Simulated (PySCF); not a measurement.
Species: SnH$_{4}$, net charge -1, doublet state. 
Structure (B3LYP-D3(BJ)/def2-TZVP (Ansatz) minimum search):
```xyz
5

Sn    -0.0308     0.0081     0.0162
H     -0.5291     1.4111    -1.2094
H      0.3236    -1.1557    -1.2774
H      0.1340    -1.3066     1.4173
H      1.6090     0.6445     0.2606
```
Charge -1, spin multiplicity 2.

Dispersion corrections to the total energy (kcal/mol) from the dftd3 and dftd4 libraries through PySCF: D3(BJ) without and D4 with the three-body term, each with the damping fitted for the functional named.

| functional | D3(BJ) | D4 |
|---|---|---|
| BHLYP | -1.96 | ___ |
| TPSS | -1.59 | -2.84 |
| TPSSh | -1.46 | -2.55 |
| BP86 | -2.14 | -2.77 |
| HSE06 | -0.84 | -1.63 |
| B2GP-PLYP | ___ | -0.86 |
| B2PLYP | ___ | -1.45 |

Q: Complete the blanks.

A: 
- BHLYP, D4: -2.63
- B2GP-PLYP, D3(BJ): -1.11
- B2PLYP, D3(BJ): -1.14
